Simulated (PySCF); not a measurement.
**Broadened absorption spectrum of C5H11NO**

C5H11NO.
Z-matrix (Å and degrees, GFN2-xTB geometry), rows numbered from 1:
```
C 
O   1  1.4042
C   2  1.4036  1  113.64
C   3  1.5346  2  112.95  1  -177.82
C   4  1.5388  3   89.84  2   130.21
N   5  1.4393  4  115.06  3  -133.36
C   3  1.5446  2  117.12  1   -75.47
H   1  1.0974  2  111.19  3   -57.72
H   1  1.0882  2  106.58  3  -176.94
H   1  1.0965  2  111.62  3    63.69
H   3  1.0999  2  110.07  1    54.44
H   4  1.0868  3  110.86  2    16.52
H   4  1.0856  3  116.60  2  -109.59
H   5  1.0927  4  112.35  3   102.78
H   6  1.0147  5  110.31  4    53.68
H   6  1.0140  5  110.93  4   173.64
H   7  1.0881  3  116.65  2   113.93
H   7  1.0896  3  111.44  2   -13.06
```

Computed, not measured: PySCF, TDDFT CAM-B3LYP/def2-SVPD, vertical, gas phase, core orbitals frozen in the response.

Computed states:

```
state  E (eV)       f
   S1    6.30   0.027
   S2    7.01  0.0033
   S3    7.14   0.011
   S4    7.49  0.0027
   S5    7.66   0.025
   S6    7.81   0.020
   S7    7.86  0.0081
   S8    8.10   0.023
```

Broadening: Gaussians 0.4 eV wide at half height, area fixed by f = 4.319×10⁻⁹ ∫ε dν̃. The width is an assumption, not a result. The curve ends short of the highest state used, and states not computed would add to its high-energy end.

Problem. Give the broadened spectrum and its maxima.

Solution. 
λ (nm), ε (L mol⁻¹ cm⁻¹) and a bar:
```
    165.2       1706 ############################
    166.2       1346 ######################
    167.1       1095 ##################
    168.1        908 ###############
    169.0        819 #############
    170.0        792 #############
    170.9        812 #############
    171.9        858 ##############
    172.8        897 ###############
    173.8        921 ###############
    174.7        913 ###############
    175.7        869 ##############
    176.6        800 #############
    177.6        699 ###########
    178.5        597 ##########
    179.5        483 ########
    180.4        387 ######
    181.4        297 #####
    182.3        235 ####
    183.3        191 ###
    184.2        176 ###
    185.2        191 ###
    186.1        235 ####
    187.1        318 #####
    188.0        427 #######
    189.0        583 ##########
    189.9        751 ############
    190.9        959 ################
    191.8       1156 ###################
    192.8       1369 ######################
    193.7       1541 #########################
    194.7       1694 ############################
    195.6       1785 #############################
    196.6       1828 ##############################
    197.5       1811 ##############################
    198.5       1735 ############################
    199.4       1621 ###########################
    200.4       1458 ########################
    201.3       1289 #####################
    202.3       1092 ##################
    203.2        916 ###############
    204.2        734 ############
    205.1        586 ##########
    206.1        445 #######
    207.0        340 ######
    208.0        245 ####
    208.9        179 ###
    209.9        123 ##
    210.8         86 #
    211.8         57 #
    212.7         38 #
    213.7         24 
    214.6         16 
    215.6         10 
    216.5          6 
    217.5          4
```

Maxima: 197 nm (6.30 eV), ε about 1800, made up of S1 (100%); 174 nm (7.13 eV), ε about 920, made up of S2 (19%) and S3 (78%) (ε in L mol⁻¹ cm⁻¹; maxima over ε = 5, shares over 10%). At its high-energy end, 7.50 eV, the curve is still rising (ε about 1700, from S4, S5 and S6).

Problem. Coming from long wavelengths, where does ε first pass 100 L mol⁻¹ cm⁻¹?

Solution. At about 210 nm (5.89 eV), 0.41 eV below S1.

Problem. On this curve, what absorbance would a 10⁻⁴ mol/L sample give at 193 nm over a 1 cm path?

Solution. 193 nm is 6.424 eV, where ε is about 1400 L mol⁻¹ cm⁻¹, so A = ε c l ≈ 0.14 (Beer–Lambert, with the gas-phase spectrum and the assumed width).

Problem. What would ε be at 6.30 eV, the highest of these maxima, with half the width (0.2 eV)?

Solution. About 3660 L mol⁻¹ cm⁻¹ against 1830, a factor of about 2.00; a lone state at its own centre would give exactly 2.

One conformer stands for the species.
